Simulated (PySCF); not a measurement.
PySCF job for MoO3, SMILES [Mo](=[O])(=[O])=[O] (connectivity only; charge and spin as stated), charge +1, multiplicity 2, TDA-PBE0/def2-SVPD. The structure is a stationary point at B3LYP-D3(BJ)/def2-TZVP. The multiplicity is an assumed one; other spin states were not compared. The isomer is the one that the SMILES or the coordinates give; other isomers of the formula were not compared. The def2 effective core potentials stand for the cores of Mo; spin–orbit coupling is left out.

```python
import numpy as np
from pyscf import gto, scf, dft, tdscf

mol = gto.M(
    atom='''
    Mo   -0.04034900    0.24574512    0.00000000
    O     1.68903708   -0.37108474   -0.00000000
    O    -0.73860242   -0.45953858    1.33878806
    O    -0.73860242   -0.45953858   -1.33878806
    ''',
    basis='def2-SVPD',
    ecp={'Mo': 'def2-svp'},
    charge=1,
    spin=1,
    max_memory=1600,
    verbose=4,
)
mf = dft.UKS(mol, xc='pbe0').density_fit(auxbasis='def2-universal-jkfit')
mf.grids.level = 3
mf.conv_tol = 1e-9
mf.max_cycle = 100
mf.kernel()
fine, coarse = mf.grids, dft.Grids(mol).set(level=1).build(with_non0tab=True)
for _ in range(3):  # follow internal instabilities
    mf.grids = coarse
    mo, _, stable, _ = mf.stability(return_status=True, nroots=4)
    mf.grids = fine
    if stable:
        break
    mf.kernel(mf.make_rdm1(mo, mf.mo_occ))
mf.grids = dft.Grids(mol).set(level=1).build(with_non0tab=True)  # coarser grid for the response kernel
td = tdscf.TDA(mf)
td.nstates = 10
td.conv_tol = 1e-4
td.kernel(x0=td.get_init_guess(mf, 15))
td.analyze(verbose=3)
```

Program output:

```
PySCF version 2.14.0

[INPUT] verbose = 4
[INPUT] num. atoms = 4
[INPUT] num. electrons = 37
[INPUT] charge = 1
[INPUT] spin (= nelec alpha-beta = 2S) = 1
[INPUT] symmetry False subgroup None
[INPUT] Mole.unit = angstrom
[INPUT] Symbol           X                Y                Z      unit          X                Y                Z       unit  Magmom
[INPUT]  1 Mo    -0.040349000000   0.245745120000   0.000000000000 AA   -0.076248559400   0.464390973248   0.000000000000 Bohr   0.0
[INPUT]  2 O      1.689037080000  -0.371084740000   0.000000000000 AA    3.191817495435  -0.701248527605   0.000000000000 Bohr   0.0
[INPUT]  3 O     -0.738602420000  -0.459538580000   1.338788060000 AA   -1.395756288741  -0.868402059872   2.529942772238 Bohr   0.0
[INPUT]  4 O     -0.738602420000  -0.459538580000  -1.338788060000 AA   -1.395756288741  -0.868402059872  -2.529942772238 Bohr   0.0

nuclear repulsion = 140.474836665377
number of shells = 39
number of NR pGTOs = 159
number of NR cGTOs = 103
basis = def2-SVPD
ecp = {'Mo': 'def2-svp'}


[settings echo left out]
init E= -285.821529010407
  alpha nocc = 19  HOMO = -0.620977473070948  LUMO = -0.379373732506615
  beta  nocc = 18  HOMO = -0.626871585632964  LUMO = -0.620977473070949

WARN: HOMO -0.620977473070948 >= LUMO -0.620977473070949

cycle= 1 E= -292.618773580276  delta_E= -6.8  |g|= 1.06  |ddm|= 2.49
  alpha nocc = 19  HOMO = -0.490121560372394  LUMO = -0.407455757414676
  beta  nocc = 18  HOMO = -0.481093815923174  LUMO = -0.448183596923371
  HOMO = -0.481093815923  LUMO = -0.448183596923  gap/eV = 0.89553
cycle= 2 E= -282.974194238765  delta_E= 9.64  |g|= 4.35  |ddm|= 4.71
  alpha nocc = 19  HOMO = -0.56943603313265  LUMO = -0.422846904216692
  beta  nocc = 18  HOMO = -0.551110639844943  LUMO = -0.430913335758433
  HOMO = -0.551110639845  LUMO = -0.430913335758  gap/eV = 3.27074
cycle= 3 E= -292.87462051339  delta_E= -9.9  |g|= 0.705  |ddm|= 4.36
  alpha nocc = 19  HOMO = -0.56333823852821  LUMO = -0.397845977310311
  beta  nocc = 18  HOMO = -0.562956900621025  LUMO = -0.535426408183817
  HOMO = -0.562956900621  LUMO = -0.535426408184  gap/eV = 0.74914
cycle= 4 E= -292.926728695397  delta_E= -0.0521  |g|= 0.616  |ddm|= 0.977
  alpha nocc = 19  HOMO = -0.61358848940231  LUMO = -0.418928904123838
  beta  nocc = 18  HOMO = -0.602695508155896  LUMO = -0.480403610600561
  HOMO = -0.602695508156  LUMO = -0.480403610601  gap/eV = 3.32773
cycle= 5 E= -293.10022642851  delta_E= -0.173  |g|= 0.0385  |ddm|= 0.488
  alpha nocc = 19  HOMO = -0.609858365497139  LUMO = -0.41162790283586
  beta  nocc = 18  HOMO = -0.600982124812932  LUMO = -0.466383534602908
  HOMO = -0.600982124813  LUMO = -0.466383534603  gap/eV = 3.66261
cycle= 6 E= -293.101371058918  delta_E= -0.00114  |g|= 0.016  |ddm|= 0.0657
  alpha nocc = 19  HOMO = -0.609990174291795  LUMO = -0.412162133799466
  beta  nocc = 18  HOMO = -0.601398223831737  LUMO = -0.464246487259654
  HOMO = -0.601398223832  LUMO = -0.46424648726  gap/eV = 3.73209
cycle= 7 E= -293.101579553853  delta_E= -0.000208  |g|= 0.00564  |ddm|= 0.0239
  alpha nocc = 19  HOMO = -0.609741493997564  LUMO = -0.412527223604261
  beta  nocc = 18  HOMO = -0.601690475693046  LUMO = -0.463265214534573
  HOMO = -0.601690475693  LUMO = -0.463265214535  gap/eV = 3.76674
cycle= 8 E= -293.101654292367  delta_E= -7.47e-05  |g|= 0.00244  |ddm|= 0.0184
  alpha nocc = 19  HOMO = -0.609196767088331  LUMO = -0.412303677924907
  beta  nocc = 18  HOMO = -0.601048634322643  LUMO = -0.462410595046794
  HOMO = -0.601048634323  LUMO = -0.462410595047  gap/eV = 3.77253
cycle= 9 E= -293.101673597531  delta_E= -1.93e-05  |g|= 0.00143  |ddm|= 0.00934
  alpha nocc = 19  HOMO = -0.60927451825815  LUMO = -0.412593811243202
  beta  nocc = 18  HOMO = -0.600958364386911  LUMO = -0.462483197375228
  HOMO = -0.600958364387  LUMO = -0.462483197375  gap/eV = 3.76810
cycle= 10 E= -293.10168336762  delta_E= -9.77e-06  |g|= 0.000854  |ddm|= 0.00848
  alpha nocc = 19  HOMO = -0.609159885517748  LUMO = -0.412510298047788
  beta  nocc = 18  HOMO = -0.600870583883196  LUMO = -0.462501197179687
  HOMO = -0.600870583883  LUMO = -0.46250119718  gap/eV = 3.76522
cycle= 11 E= -293.101685456549  delta_E= -2.09e-06  |g|= 0.000667  |ddm|= 0.00422
  alpha nocc = 19  HOMO = -0.609121835808011  LUMO = -0.412584795561749
  beta  nocc = 18  HOMO = -0.600821937165319  LUMO = -0.462506908749813
  HOMO = -0.600821937165  LUMO = -0.46250690875  gap/eV = 3.76374
cycle= 12 E= -293.101685878273  delta_E= -4.22e-07  |g|= 0.000304  |ddm|= 0.00188
  alpha nocc = 19  HOMO = -0.609155698372366  LUMO = -0.412578641058939
  beta  nocc = 18  HOMO = -0.600829649632577  LUMO = -0.462507034715561
  HOMO = -0.600829649633  LUMO = -0.462507034716  gap/eV = 3.76395
cycle= 13 E= -293.101685960445  delta_E= -8.22e-08  |g|= 7.79e-05  |ddm|= 0.000452
  alpha nocc = 19  HOMO = -0.609178362128151  LUMO = -0.412585953281386
  beta  nocc = 18  HOMO = -0.600825304106557  LUMO = -0.462494034000404
  HOMO = -0.600825304107  LUMO = -0.462494034  gap/eV = 3.76419
cycle= 14 E= -293.101685996074  delta_E= -3.56e-08  |g|= 3.58e-05  |ddm|= 0.000536
  alpha nocc = 19  HOMO = -0.609184568876927  LUMO = -0.412588494192985
  beta  nocc = 18  HOMO = -0.600828120769554  LUMO = -0.462494451515763
  HOMO = -0.60082812077  LUMO = -0.462494451516  gap/eV = 3.76425
cycle= 15 E= -293.101686001197  delta_E= -5.12e-09  |g|= 2.05e-05  |ddm|= 0.000176
  alpha nocc = 19  HOMO = -0.609187263488206  LUMO = -0.412589068496079
  beta  nocc = 18  HOMO = -0.600826529215897  LUMO = -0.462490978907301
  HOMO = -0.600826529216  LUMO = -0.462490978907  gap/eV = 3.76430
cycle= 16 E= -293.101686002856  delta_E= -1.66e-09  |g|= 1.11e-05  |ddm|= 0.000105
  alpha nocc = 19  HOMO = -0.609189464073907  LUMO = -0.412589991683486
  beta  nocc = 18  HOMO = -0.60082534336454  LUMO = -0.462489897127803
  HOMO = -0.600825343365  LUMO = -0.462489897128  gap/eV = 3.76430
cycle= 17 E= -293.101686003264  delta_E= -4.08e-10  |g|= 5.86e-06  |ddm|= 5.02e-05
  alpha nocc = 19  HOMO = -0.609190457492542  LUMO = -0.412590738834041
  beta  nocc = 18  HOMO = -0.600825705393755  LUMO = -0.462491484556942
  HOMO = -0.600825705394  LUMO = -0.462491484557  gap/eV = 3.76427
Extra cycle  E= -293.101686003346  delta_E= -8.15e-11  |g|= 5.17e-06  |ddm|= 1.69e-05
converged SCF energy = -293.101686003346  <S^2> = 0.77386243  2S+1 = 2.0237218
tot grids = 23712
uhf_internal: lowest eigs of H = [0.01879348 0.0896249  0.12003545 0.15091234]
<class 'pyscf.df.df_jk.DFUKS'> wavefunction is stable in the internal stability analysis
tot grids = 23712


******** <class 'pyscf.tdscf.uks.TDA'> for <class 'pyscf.df.df_jk.DFUKS'> ********
nstates = 10
deg_eia_thresh = 1.000e-03
wfnsym = None
conv_tol = 0.0001
eigh lindep = 1e-12
eigh level_shift = 0
eigh max_cycle = 100


Excitation energies (eV)
[0.68099424 1.58372546 1.94286955 3.09663666 3.16872241 3.47085916
 3.63978241 3.69105374 3.78662984 4.00647378]

** Excitation energies and oscillator strengths **
Excited State   1:      0.68099 eV   1820.64 nm  f=0.0004
Excited State   2:      1.58373 eV    782.86 nm  f=0.0004
Excited State   3:      1.94287 eV    638.15 nm  f=0.0006
Excited State   4:      3.09664 eV    400.38 nm  f=0.0003
Excited State   5:      3.16872 eV    391.28 nm  f=0.0044
Excited State   6:      3.47086 eV    357.21 nm  f=0.0007
Excited State   7:      3.63978 eV    340.64 nm  f=0.0022
Excited State   8:      3.69105 eV    335.90 nm  f=0.0000
Excited State   9:      3.78663 eV    327.43 nm  f=0.0001
Excited State  10:      4.00647 eV    309.46 nm  f=0.0000
```

The calculation finished and met its thresholds.
